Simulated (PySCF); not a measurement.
Simulation results for F$_{2}$H$_{3}$Si$_{2}$

Calculation on a computer-drawn molecule: optimised geometry and harmonic frequencies of an isolated molecule of the commonest isotopes, restricted reference for singlets and unrestricted otherwise, frozen core in MP2. Program: PySCF 2.14.0.

### F$_{2}$H$_{3}$Si$_{2}$

Start structure:
```xyz
7
F2H3Si2
F     -2.3244     0.0256    -1.6453
Si    -0.7608    -0.3819    -1.6282
F     -0.1938     0.8822    -0.8409
Si    -0.5525    -2.2998    -0.3663
H     -0.3600    -0.0725    -3.0143
H      0.7327    -2.7322     0.0652
H     -1.3401    -3.4530    -0.7953
```

Settings of this run: charge 0, multiplicity 2, method HF and basis cc-pV(D+d)Z.

Results for F$_{2}$H$_{3}$Si$_{2}$: rotational constants 6.509, 2.928, 2.221 GHz; total energy -778.5869 hartree; spin squared 0.758; convergence status largest gradient component 3.062e-05 hartree/bohr.

Drawn bonds:
```tsv
atom	other atom	order
1	2	1
2	3	1
2	4	1
2	5	1
4	6	1
4	7	1
```

Optimised structure:
```xyz
7
F2H3Si2
F     -2.3956     0.0392    -1.6801
Si    -0.8334    -0.3215    -1.5713
F     -0.1298     0.8863    -0.7785
Si    -0.6101    -2.2746    -0.3043
H     -0.2927    -0.3141    -2.9355
H      0.8058    -2.6305    -0.0591
H     -1.3431    -3.4165    -0.8963
```

Modes:
```tsv
frequency (cm⁻¹)	reduced mass (dalton)
107.5	1.108
164.7	5.475
229.8	7.896
330.1	11.22
457.1	4.173
561	1.147
592.5	1.342
863.6	3.746
880.5	1.293
893.2	1.507
963.9	4.956
994.8	1.087
2309	1.029
2323	1.054
2376	1.042
```
